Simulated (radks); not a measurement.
Task: The mean radii <r> (bohr) of the occupied orbitals of an atom or ion are listed with their occupations. All-electron calculation, non-relativistic Kohn-Sham, LB94 model potential, spin-polarised, spherical densities, point nucleus. Program: a radial shooting solver on a logarithmic mesh with Libxc functionals.

| orbital | occ. | <r> |
|---|---|---|
| 1s up | 1 | 0.06010 |

Name the element and its charge. Open shells, if any, are filled with parallel spins first.

Result: Z = 25, manganese, charge +24: Mn24+ in 1s1. The 1s radius gives Z: for a bare nucleus <r> = 1.5/Z, 0.06 bohr for Z = 25, and the self-interaction of the functional makes it slightly larger (0.06010 here). The occupations add up to 1, and the charge is Z minus that.
